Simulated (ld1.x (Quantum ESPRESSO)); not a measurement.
# Which change was made? (Si, PAW)

```json
{"Element": "Si", "Generator": "ld1.x (Quantum ESPRESSO) 7.5", "Type": "PAW", "Functional": "PBE", "Relativity": "non-relativistic", "Frozen core": "[He]", "Valence charge": "12", "Reference configuration": "2s2 2p6 3s2 3p1.75 (charge +0.25)", "Partial waves": "2s (bound): rcut 0.90, rcutus 1.05 bohr; 3s (bound): rcut 0.90, rcutus 1.05 bohr; 2p (bound): rcut 0.80, rcutus 0.85 bohr; 3p (bound): rcut 0.80, rcutus 0.85 bohr; 3d channel at 0.25 Ry: rcut 0.95, rcutus 1.05 bohr", "Local potential": "all-electron potential smoothed inside 0.95 bohr (lloc = -1)", "Core correction": "Bessel-smoothed model core inside 0.70 bohr", "Augmentation charge": "BESSEL, radius 0.70 bohr"}
```

Cutoffs, loose and tight: the cutoffs (Ry, on a coarse ladder) from which the occupation-weighted sum of valence levels, in a spherical-Bessel basis at the reference potential, stays within 10 and 1 mRy of its value at 400 Ry. They do not see the model core or the augmentation charge, which bear on the density cutoff. Test errors are all-electron minus pseudo excitation energies from the reference, over the configurations 2s2 2p6 3s2 3p2; 2s2 2p6 3s2 3p1; 2s2 2p6 3s2 3p0; 2s2 2p6 3s1 3p2; 2s2 2p6 3s2 3p1.5; 2s2 2p6 3s2 3p2.3; 2s2 2p6 3s1 3p0; variants that change the core or the reference have their own tests. The largest error is taken over the tests solved by every variant that gives reliable tests at all, those not shown here included: 2s2 2p6 3s1 3p2; 2s2 2p6 3s2 3p0; 2s2 2p6 3s2 3p1; 2s2 2p6 3s2 3p2.

The base gives: outcome: generated, overlap not positive; bound ghosts: not determined (overlap not positive); largest test error (meV): +5.5.

**Question.** After one change the result is: outcome: generated; cutoff, loose: 160 Ry; cutoff, tight: 260 Ry; bound ghosts: none; largest test error (meV): +0.3. Which change was it?
A. local potential all-electron potential smoothed inside 0.70 bohr (lloc = -1)
B. local potential all-electron potential smoothed inside 1.22 bohr (lloc = -1)
C. local potential all-electron potential smoothed inside 1.04 bohr (lloc = -1)

**Answer.** C. The others give: local potential all-electron potential smoothed inside 0.70 bohr (lloc = -1) → outcome: generated, overlap not positive; bound ghosts: not determined (overlap not positive); largest test error (meV): -0.2 | local potential all-electron potential smoothed inside 1.22 bohr (lloc = -1) → outcome: generated; cutoff, loose: 160 Ry; cutoff, tight: 260 Ry; bound ghosts: none; largest test error (meV): +2.2. A file whose overlap is not positive is unfit for use, and its test errors describe a broken file.
